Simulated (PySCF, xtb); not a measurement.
1-hydroxyboretane (C3H7BO), SMILES B1(O)CCC1. The values are those of a single conformer.

Harmonic wavenumbers (cm⁻¹) from xtb 6.7.1 with GFN2-xTB at its own minimum, in rising order: 46, 273, 328, 524, 577, 687, 758, 832, 892, 919, 971, 1009, 1036, 1102, 1184, 1191, 1192, 1200, 1268, 1404, 1452, 1456, 1489, 2975, 2989, 2997, 3006, 3008, 3015, 3578.

What does PBE0-D3(BJ)/def2-SVP run with PySCF 2.14.0 give at its own minimum? (The exact figures need the calculation; the answer reports its results.)

91, 309, 363, 506, 592, 667, 711, 831, 903, 922, 934, 959, 983, 1106, 1152, 1162, 1202, 1230, 1289, 1389, 1400, 1458, 1510, 3068, 3072, 3080, 3127, 3140, 3150, 3891. Paired by order, the mean absolute difference is 52 cm⁻¹ and the zero-point energies are 62.0 and 63.2 kcal/mol.
